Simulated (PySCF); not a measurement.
Vertical excitations of a molecule C4H6BNO from TDA-LC-ωPBE/def2-SVPD (PySCF 2.14.0), as energy in eV (oscillator strength): 5.23 (0.048), 6.31 (0.000), 6.51 (0.443), 6.63 (0.025), 6.78 (0.001), 7.10 (0.672), 7.47 (0.000), 7.63 (0.032), 8.00 (0.350), 8.12 (0.010). Lowest triplet (TDA): 3.04 eV. Geometry: r2SCAN-D4/def2-SVP. The values are those of a single conformer.

Task: Which structure fits?
(A) C=C1N=COB1C
(B) C=C=C1NB(C)O1
(C) C=C1OC(=C)B1N
(D) NB1C=COC=C1

Result: C, C=C1OC(=C)B1N
